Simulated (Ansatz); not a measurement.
Gas-phase electronic energies from Ansatz, PBE0-D4/def2-TZVP geometries. CCSD(T)/CBS adds triple-zeta CCSD(T) − MP2 to the extrapolated MP2 energy (def2 sets, frozen cores). This one scheme is used for every species, atoms too. Functionals use def2-TZVPP. Open shells (•) are unrestricted, without spin–orbit coupling. Spin–orbit coupling would lower the free atoms: a little for B, C, Cl, O. One conformer a species, not always the lowest.

`O=CCBCl` → B• + 2 C• + Cl• + 4 H• + O•  (atomization)

(1) What is ΔE at CCSD(T)/CBS? (Estimate.)

(2) What do these levels give: LDA (SPW92), revPBE-D4, r2SCAN-D4, r2SCANh-D4, B2PLYP, r2SCAN0, BHLYP, CAM-B3LYP, LC-ωPBE, MP2/def2-SVP, CCSD/def2-SVP, SCS-MP2/def2-TZVPP? (Best estimate.)

(3) What do rigid-rotor, harmonic-oscillator terms from PBE0-D4/def2-TZVP frequencies (298.15 K, 1 bar) make of the CCSD(T)/CBS value? (Best estimate.)

Largest T1 diagnostic among the species: 0.014.

Results:

(1) Ansatz gave: +3606.8 kJ/mol.

(2) The calculation gave: LDA (SPW92) 4186.5, revPBE-D4 3639.2, r2SCAN-D4 3652.9, r2SCANh-D4 3624.3, B2PLYP 3591.7, r2SCAN0 3578.6, BHLYP 3479.8, CAM-B3LYP 3620.0, LC-ωPBE 3625.8, MP2/def2-SVP 3544.4, CCSD/def2-SVP 3420.5, SCS-MP2/def2-TZVPP 3575.7 kJ/mol.

(3) Ansatz gave: ΔZPE = -157.7 kJ/mol, ΔH = +3486.7 kJ/mol, ΔS = 928 J/(mol·K), ΔG = +3210.0 kJ/mol. Open shells count their whole term as degenerate.

From r2SCAN to r2SCAN0 (25 % exact exchange), in def2-TZVPP and without D4, ΔE moves by −70.2 kJ/mol: exact exchange takes away binding that semilocal exchange gives to molecules. At CCSD(T), def2-SVP lies −142.2 kJ/mol from the extrapolated value and def2-TZVPP −86.5 kJ/mol: correlation converges slowly with the basis, and small sets miss more of it in the bonded molecule than in its fragments.

For atomizations the MP2-based limit and the directly extrapolated one differ by several kJ/mol either way, and by 10 to 25 for some Ge, Se and Sn compounds, so smaller differences from it don't rank the levels.
